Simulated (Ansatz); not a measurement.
Consider the ligand exchange at the Si–C bond: `CC[Si]SC` + H₂S → `CS[Si]S` + `CC`.

Gas-phase electronic energies from Ansatz, PBE0-D4/def2-TZVP geometries. CCSD(T)/CBS is the MP2 limit (def2-TZVPP, def2-QZVPP) plus CCSD(T) − MP2 in def2-TZVPP, frozen cores. This one scheme is used for every species. DFT in def2-TZVPP. B3LYP here is the variant with VWN-RPA as its local correlation; programs differ in this. One conformer a species, not always the lowest.

(1) Is it downhill or uphill in electronic energy at CCSD(T)/CBS, and by how much? (Best estimate.)

(2) What do these levels give: PBE-D4, PBE0-D4, B3LYP-D4, ωB97X-V, PBE, r2SCAN, HF/def2-TZVPP, MP2/def2-TZVPP, SCS-MP2/def2-TZVPP, HF/def2-QZVPP, SCS-MP2/def2-QZVPP, CCSD/CBS(def2)? (An estimate is asked.)

Largest T1 diagnostic among the species: 0.015.

Results:

(1) The calculation gave: Downhill: ΔE = -1.25 eV.

(2) The calculation gave: PBE-D4 -1.31, PBE0-D4 -1.30, B3LYP-D4 -1.28, ωB97X-V -1.25, PBE -1.36, r2SCAN -1.35, HF/def2-TZVPP -1.33, MP2/def2-TZVPP -1.27, SCS-MP2/def2-TZVPP -1.25, HF/def2-QZVPP -1.33, SCS-MP2/def2-QZVPP -1.27, CCSD/CBS(def2) -1.24 eV.

In def2-TZVPP, CCSD(T) changes the Hartree–Fock value by +0.12 eV (the triples alone add −0.00 eV) and MP2 by +0.06 eV. The D4 term adds +0.07 eV with B3LYP and +0.05 eV with PBE0; it sums over pairs of atoms, weighted by their polarisabilities, and B3LYP, whose exchange is more repulsive, gets the larger term.
